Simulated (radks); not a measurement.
Results of a calculation; reference values are marked as such.
Task: Radial electron density D(r) = 4 pi r^2 rho(r) of an atom or ion with 17 electrons. Level of theory: Dirac Kohn-Sham, relativistic LDA (MacDonald-Vosko exchange, VWN5 correlation), spin-unpolarised, spherical densities, finite nucleus; Fermi nuclear charge, rms radius of each element as measured or else 0.836 A^(1/3) + 0.57 fm (a radial shooting solver on a logarithmic mesh with Libxc functionals).

r (bohr),D(r) (e/bohr)
0.001611,1.060
0.001802,1.299
0.002015,1.589
0.002254,1.941
0.002501,2.332
0.002797,2.837
0.003129,3.442
0.0035,4.165
0.003914,5.025
0.004378,6.041
0.004897,7.235
0.005477,8.627
0.006127,10.24
0.006798,11.95
0.007604,14.03
0.008505,16.36
0.009513,18.94
0.01064,21.75
0.0119,24.74
0.01331,27.87
0.01489,31.04
0.01665,34.15
0.01848,36.85
0.02067,39.43
0.02312,41.52
0.02586,42.97
0.02892,43.67
0.03235,43.58
0.03618,42.74
0.04047,41.30
0.04527,39.55
0.05023,37.95
0.05618,36.68
0.06284,36.27
0.07029,37.03
0.07862,39.02
0.08794,42.04
0.09836,45.54
0.11,48.69
0.1231,50.56
0.1365,50.42
0.1527,47.80
0.1708,42.73
0.1911,35.92
0.2137,28.66
0.239,22.36
0.2674,18.18
0.2991,16.55
0.3345,16.98
0.3712,18.22
0.4151,19.12
0.4643,18.55
0.5194,16.20
0.5809,12.56
0.6498,8.557
0.7268,5.068
0.8129,2.580
0.9093,1.113
1.009,0.4341
1.128,0.1301
1.262,0.03136
1.412,0.005939
1.579,0.0008609

What is the nuclear charge?

Result: Z = 35. The innermost maximum, from 1s, lies near gamma/Z bohr with gamma = sqrt(1 - (Z/c)^2) = 0.967, here 0.0276 bohr (found: 0.0301), and its height grows with Z. The density is that of the bromine ion Br18+ in [Ne] 3s2 3p5; the configuration itself is not fixed sharply by these data, and Z only to about a unit. D(r) has 3 maxima, at r = 0.0301, 0.129, 0.425 bohr, and minima at 0.0618, 0.306 bohr, inside which lie 2.07, 10.43 electrons.
